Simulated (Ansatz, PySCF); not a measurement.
Constitutional and geometric isomers with formula CH3BSi. Gas-phase values, no solvent. Strings in code marks are SMILES.

Quantity: electronic energy of isomers of CH3BSi relative to `B1C=[SiH]1`, in kcal/mol. The restricted reference of `B1=C[SiH2]1` is unstable towards unrestricted orbitals.

Level 1: frozen-core MP2/cc-pVQZ // B3LYP-D3(BJ)/def2-TZVP (Ansatz, a quantum-chemistry and plane-wave program)
Level 2: BP86/6-31G* // B3LYP-D3(BJ)/def2-TZVP (PySCF)
Level 3: PBE/6-31G* // B3LYP-D3(BJ)/def2-TZVP (PySCF)
Level 4: HF/STO-3G // B3LYP-D3(BJ)/def2-TZVP (PySCF)

| species | level 1 | level 2 | level 3 | level 4 |
|---|---|---|---|---|
| `B1=C[SiH2]1` | 21.0 | 25.6 | 25.9 | 43.0 |
| `B=C=[SiH2]` | 9.43 | 11.1 | 13.2 | 24.1 |
